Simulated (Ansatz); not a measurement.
This geometry of Cl3H3NOTa + H2 (11 atoms, charge 0, multiplicity 1) is a first-order saddle point.

Method: RKS PBE-D4/def2-SVP (Ansatz 0.2.0).

```xyz
11
Properties=species:S:1:pos:R:3
Ta -0.146 -0.253 -0.120
O 1.906 0.385 -0.138
H 2.343 0.681 0.683
N 0.211 -0.487 1.845
H -0.427 -1.025 2.444
H 1.062 -0.286 2.383
Cl -0.114 -0.505 -2.470
Cl -0.840 1.973 -0.166
Cl -2.039 -1.548 0.211
H 1.172 -1.672 -0.322
H 1.813 -0.840 -0.213
```

Problem. Which two structures does it join? (They come from a converged band through this point; their orientation in space is the band's.)

Solution. Bonds broken: H10–H11. Bonds formed: Ta1–H10, O2–H11. Cl3H3NOTa + H2 becomes Cl3H5NOTa.

First end point:

```xyz
11
Properties=species:S:1:pos:R:3
Ta -0.243 0.449 0.071
O 1.494 1.184 0.148
H 2.435 1.345 -0.022
N 0.152 -0.534 1.726
H -0.496 -1.189 2.172
H 1.043 -0.463 2.227
Cl 0.268 -0.517 -2.011
Cl -1.300 2.508 0.325
Cl -2.304 -0.710 0.062
H 2.121 -3.019 0.002
H 1.771 -2.631 -0.564
```

Last end point:

```xyz
11
Properties=species:S:1:pos:R:3
Ta -0.241 -0.317 -0.039
O 2.013 0.209 -0.444
H 2.247 1.044 0.015
N 0.113 -0.815 1.851
H 0.512 -1.671 2.244
H -0.313 -0.249 2.600
Cl -0.210 -0.870 -2.324
Cl -0.031 2.028 0.310
Cl -2.532 -0.669 0.113
H 0.761 -1.778 -0.056
H 2.621 -0.489 -0.133
```

Problem. How far does it lie above each of them?

Solution. 139.7 kJ/mol above the first and 68.4 kJ/mol above the second. This is the barrier of this one path; another mechanism may lie lower. The orbitals stay closed-shell, which can raise the energy where a bond breaks towards radicals; this wasn't checked here.

The run took 6.4 min on 4 threads of Arm Neoverse V2 (shared host), peak memory 0.23 GiB.
